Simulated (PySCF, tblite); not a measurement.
Isomers of C6H12N2OSi, one GFN2-xTB conformer each. Single-point energies are computed at PBE0/pcSseg-1 (PySCF, gas phase, no added dispersion term), electronic only.

```
                  SMILES  GFN2-xTB relative energy (kJ/mol)
       CN[SiH2]CCc1ncco1                                0.0
CN[Si@@H](C)/C=C(\C#N)OC                              213.2
   C=C[Si@H](O)N(C)CCC#N                               66.1
   CCCN([SiH2]C#N)C(C)=O                               32.3
```

Conformers: `[CH3:1][NH:2][SiH2:3][CH2:4][CH2:5][c:6]1[n:7][cH:8][cH:9][o:10]1` with C1–N2–Si3–C4 55°, N2–Si3–C4–C5 151°, Si3–C4–C5–C6 55°, C4–C5–C6–N7 92°; `[CH3:1][NH:2][Si@@H:3]([CH3:4])/[CH:5]=[C:6](\[C:7]#[N:8])[O:9][CH3:10]` with C1–N2–Si3–C4 59°, N2–Si3–C5–C6 -59°, C5–C6–O9–C10 0°; `[CH2:1]=[CH:2][Si@H:3]([OH:4])[N:5]([CH3:6])[CH2:7][CH2:8][C:9]#[N:10]` with C1–C2–Si3–O4 17°, C2–Si3–O4–H -63°, C2–Si3–N5–C6 172°, Si3–N5–C7–C8 -77°, N5–C7–C8–C9 -77°; `[CH3:1][CH2:2][CH2:3][N:4]([SiH2:5][C:6]#[N:7])[C:8]([CH3:9])=[O:10]` with C1–C2–C3–N4 180°, C2–C3–N4–Si5 -85°, C3–N4–Si5–C6 106°, C3–N4–C8–C9 5°.

Task: What does PBE0/pcSseg-1 give for the same structures?

Result: 
```
                  SMILES  PBE0/pcSseg-1 E (Eh)  PBE0/pcSseg-1 (kJ/mol)  GFN2-xTB (kJ/mol)  point group
   CCCN([SiH2]C#N)C(C)=O            -709.44256                     0.0               32.3           C1
   C=C[Si@H](O)N(C)CCC#N            -709.42496                    46.2               66.1           C1
       CN[SiH2]CCc1ncco1            -709.41255                    78.8                0.0           C1
CN[Si@@H](C)/C=C(\C#N)OC            -709.38693                   146.1              213.2           C1
```

GFN2-xTB puts CN[SiH2]CCc1ncco1 lowest instead; measured from each level's own lowest isomer, the values differ by up to 78.8 kJ/mol (CN[SiH2]CCc1ncco1: 0.0 against 78.8). As drawn, the lowest has a C=O bond and a C(=O)–N unit, which the highest lacks; the highest has an N–H bond and a C=C bond outside aromatic rings, which the lowest lacks.

Task: Which frontier levels, dipoles and rotational constants go with these structures?

Result: 
```json
{"SMILES": "CCCN([SiH2]C#N)C(C)=O", "HOMO (eV, PBE0/pcSseg-1)": "-7.90", "LUMO (eV)": "-0.39", "dipole (D)": "6.37", "A, B, C (MHz)": "1372, 815.6, 640.1"}
{"SMILES": "C=C[Si@H](O)N(C)CCC#N", "HOMO (eV, PBE0/pcSseg-1)": "-6.72", "LUMO (eV)": "-0.59", "dipole (D)": "4.44", "A, B, C (MHz)": "2077, 643.8, 543.1"}
{"SMILES": "CN[SiH2]CCc1ncco1", "HOMO (eV, PBE0/pcSseg-1)": "-6.59", "LUMO (eV)": "0.04", "dipole (D)": "1.61", "A, B, C (MHz)": "2693, 576.3, 537.1"}
{"SMILES": "CN[Si@@H](C)/C=C(\\C#N)OC", "HOMO (eV, PBE0/pcSseg-1)": "-6.59", "LUMO (eV)": "-1.37", "dipole (D)": "3.45", "A, B, C (MHz)": "1738, 653.4, 600.7"}
```

Task: What happens when harmonic zero-point energies from GFN2-xTB frequencies are added?

Result: 
```
                  SMILES  ZPE (kJ/mol)  electronic (kJ/mol)  with ZPE (kJ/mol)
   CCCN([SiH2]C#N)C(C)=O         450.9                  0.0                0.0
   C=C[Si@H](O)N(C)CCC#N         450.2                 46.2               45.5
       CN[SiH2]CCc1ncco1         454.4                 78.8               82.3
CN[Si@@H](C)/C=C(\C#N)OC         448.0                146.1              143.2
```

The zero-point energies span 6.4 kJ/mol. The order is unchanged.
